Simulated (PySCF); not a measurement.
C7H9FO.
Atom-mapped SMILES: `[O:1]=[C:2]1[CH2:3][C@@H:4]2[CH2:5][C@@H:6]([F:7])[C@H:8]1[CH2:9]2`

NICS = −σ at a ghost point: NICS(0) at the centroid of the ring atoms, NICS(1) 1 Å to either side along the normal of their mean plane, zz for the tensor component along that normal. Level: GIAO PBE0/pcSseg-1 (PySCF, non-relativistic, gas phase) on the GFN2-xTB geometry, one conformer.

Ring bond lengths (Å), with Mayer bond orders in brackets: C2–C3 1.517 (0.96), C3–C4 1.530 (0.98), C4–C9 1.530 (0.95), C9–C8 1.530 (0.94), C8–C2 1.519 (0.93); C4–C5 1.535 (1.00), C5–C6 1.538 (0.99), C6–C8 1.540 (0.97), C8–C9 1.530 (0.94), C9–C4 1.530 (0.95).

Task: What do the NICS probes read (ppm)?

Result: 
| ring | type | NICS(0) | NICS(1), two faces | NICS(1)zz, two faces | rms pucker (Å) | centre to ring atoms, mean (Å) |
| --- | --- | --- | --- | --- | --- | --- |
| C2–C3–C4–C9–C8 | 5-membered carbocycle; formal bonds all single | -3.1 | -4.1 / -8.3 | -5.2 / -10.2 | 0.26 | 1.25 |
| C4–C5–C6–C8–C9 | 5-membered carbocycle; formal bonds all single | -5.6 | -3.5 / -4.4 | -1.7 / -6.2 | 0.26 | 1.26 |

Task: What can be read from them?

Result: 
- C2–C3–C4–C9–C8: mean NICS(1)zz -7.7 ppm, shielded. C3, C4, C8, C9 have four or more neighbours, so the value isn't read as a sign of a π ring current. C5, outside the ring, lies only 1.21 Å from a NICS(1) probe, which then mostly feels that atom. The two faces differ by 5.0 ppm, so no symmetry operation interchanges them.
- C4–C5–C6–C8–C9: mean NICS(1)zz -3.9 ppm, shielded. C4, C5, C6, C8, C9 have four or more neighbours; no verdict on aromaticity is drawn. C2, outside the ring, lies only 1.18 Å from a NICS(1) probe, which then mostly feels that atom. The two faces differ by 4.5 ppm, so no symmetry operation interchanges them.

Task: What field does 9.4 T along the ring normal induce along that normal at the second NICS(1) probe listed for ring C4–C5–C6–C8–C9, 1 Å off the ring?

Result: NICSzz × B0 = -6.2 ppm × 9.4 T = -58 μT, against the applied field.
